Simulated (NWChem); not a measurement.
Molecule: PbIF, singlet; SMILES [Pb]([I])[F]

```xyz
3

Pb     0.2143     1.0049     0.0000
F     -1.7727     1.5343     0.0000
I     -0.0305    -1.8153     0.0000
```
Atoms are numbered in this order, from 1.

Low-valent species are run as closed-shell singlets; no triplet was tried in these runs. The geometry was optimised at PBE0/def2-SVP. Not confirmed as a minimum by frequencies. def2 effective core potentials on I, Pb; no spin-orbit coupling.

Symmetry labels are those of Cs in the frame above (b1 and b2, or b-type labels, depend on it).

Q: List the 4 lowest vertical singlet excitations from B3LYP/def2-SVPD with def2 effective core potentials on I, Pb, TDA (NWChem).

A: 
```json
[
 {"state": "S1", "energy (eV)": "2.90", "oscillator strength": "0.000", "symmetry": "a\"", "leading excitation (squared amplitude)": "HOMO → LUMO (1.00)"},
 {"state": "S2", "energy (eV)": "3.48", "oscillator strength": "0.008", "symmetry": "a\"", "leading excitation (squared amplitude)": "HOMO−2 → LUMO (0.99)"},
 {"state": "S3", "energy (eV)": "3.52", "oscillator strength": "0.032", "symmetry": "a'", "leading excitation (squared amplitude)": "HOMO−1 → LUMO (0.90)"},
 {"state": "S4", "energy (eV)": "4.66", "oscillator strength": "0.005", "symmetry": "a'", "leading excitation (squared amplitude)": "HOMO → LUMO+1 (0.99)"}
]
```
